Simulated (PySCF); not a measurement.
Job file and geometry (Å, from GFN2-xTB) of an NMR shielding run on SMILES C=N[Si@](C)(N)CC#N, C4H9N3Si, GIAO PBE0/pcSseg-1 NMR shielding, non-relativistic, gas phase (PySCF 2.14.0, density-fitted response routines); density fitting, a coarse starting grid and PySCF grid level 2 are the driver's defaults:

```
$ OMP_NUM_THREADS=1 python probes_run.py task.json out

{"job": {"kind": "nmr", "xc": "PBE0", "basis": "pcSseg-1"}, "charge": 0, "multiplicity": 1}
C     -1.730702     0.472349     1.733261
N     -1.490490     0.013870     0.596970
Si    -0.141530     0.110273    -0.491192
C      1.157559     1.460957    -0.185729
N     -0.684183     0.223138    -2.126032
C      0.652826    -1.632420    -0.321980
C      1.108728    -1.820830     1.012894
N      1.456583    -1.923920     2.099532
H     -1.071609     1.142921     2.290338
H     -2.661436     0.199671     2.225521
H      0.699303     2.444921    -0.153185
H      1.917552     1.478278    -0.960016
H      1.656805     1.297713     0.765279
H     -0.931320     1.131554    -2.482137
H     -1.356687    -0.454862    -2.447128
H     -0.079946    -2.402406    -0.557187
H      1.491549    -1.729175    -1.009119
```

Problem. What does the program print?

Solution. 
```
coarse grid: 14736 points
cycle   1  E = -610.9169088344  dE =  9.062e-01  |g| = 7.016e-01  |ddm| = 3.786e+00
cycle   2  E = -610.7460871591  dE =  1.708e-01  |g| = 1.140e+00  |ddm| = 1.545e+00
cycle   3  E = -611.0205737809  dE = -2.745e-01  |g| = 2.279e-01  |ddm| = 1.010e+00
cycle   4  E = -611.0313300414  dE = -1.076e-02  |g| = 6.080e-02  |ddm| = 1.734e-01
cycle   5  E = -611.0319062293  dE = -5.762e-04  |g| = 3.237e-02  |ddm| = 6.285e-02
cycle   6  E = -611.0321325080  dE = -2.263e-04  |g| = 6.348e-03  |ddm| = 2.516e-02
cycle   7  E = -611.0321408979  dE = -8.390e-06  |g| = 1.870e-03  |ddm| = 6.472e-03
final grid: 138088 points
cycle   8  E = -611.0725657204  dE = -2.985e-05  |g| = 8.821e-03  |ddm| = 2.465e-02
cycle   9  E = -611.0725591369  dE =  6.584e-06  |g| = 1.064e-02  |ddm| = 1.464e-02
cycle  10  E = -611.0725829439  dE = -2.381e-05  |g| = 1.218e-03  |ddm| = 7.698e-03
cycle  11  E = -611.0725832473  dE = -3.034e-07  |g| = 4.174e-04  |ddm| = 1.168e-03
cycle  12  E = -611.0725832757  dE = -2.845e-08  |g| = 2.045e-04  |ddm| = 3.992e-04
cycle  13  E = -611.0725832844  dE = -8.722e-09  |g| = 3.667e-05  |ddm| = 1.588e-04
cycle  14  E = -611.0725832847  dE = -2.249e-10  |g| = 1.601e-05  |ddm| = 3.440e-05
converged SCF energy = -611.0725832847

GIAO shielding tensors (ppm)
atom      isotropic    diamagn.    paramagn.     s11        s22        s33       span
  0 C       13.803     253.692    -239.888    -75.400    -13.606    130.415    205.815
  1 N     -161.412     334.853    -496.266   -549.915   -183.354    249.033    798.948
  2 Si     364.544     882.308    -517.764    338.972    352.911    401.748     62.776
  3 C      194.484     258.040     -63.556    190.640    194.558    198.254      7.614
  4 N      239.534     318.439     -78.905    218.002    236.007    264.592     46.590
  5 C      182.912     258.410     -75.498    169.795    182.831    196.109     26.314
  6 C       64.070     261.983    -197.912    -51.555    -47.336    291.102    342.656
  7 N      -24.668     341.727    -366.396   -200.614   -180.047    306.656    507.270
  8 H       23.001      32.340      -9.339     21.102     21.782     26.118      5.016
  9 H       23.080      28.786      -5.706     21.622     23.019     24.599      2.977
 10 H       31.747      32.238      -0.492     27.493     28.501     39.247     11.754
 11 H       31.438      31.605      -0.167     27.242     28.636     38.436     11.194
 12 H       31.129      33.813      -2.684     26.330     29.179     37.879     11.550
 13 H       30.858      31.255      -0.397     23.755     27.199     41.620     17.865
 14 H       30.828      31.197      -0.369     23.436     26.883     42.165     18.729
 15 H       30.049      30.481      -0.432     24.997     29.002     36.147     11.150
 16 H       30.341      30.347      -0.007     25.864     28.761     36.397     10.533
```

Problem. Turn these shieldings into chemical shifts. Scale: 13C (186.93 ppm) and 29Si (349.16 ppm) and 1H (31.72 ppm) against TMS; 15N (267.73 ppm) against NH3 (reference shieldings calculated alike).

Solution. Averaging equivalent atoms: C 0: 173.1; C 6: 122.9; C 5: 4.0; C 3: -7.6; N 1: 429.1; N 7: 292.4; N 4: 28.2; Si 2: -15.4; H 8: 8.72; H 9: 8.64; H 15: 1.67; H 16: 1.38; H 13/14: 0.87; H 10/11/12: 0.28 ppm. Experimental scales use liquid or dissolved standards, which lie at an offset from isolated NH3 (liquid NH3: subtract about 20 ppm). Unscaled 15N shifts of sp2 nitrogen often come out too high even then, by a few to some tens of ppm.

Size and cost of the density-fitted run: 188 basis functions, 38 s wall time on 1 thread of an Arm Neoverse V1, shared host; peak memory 0.85 GiB.
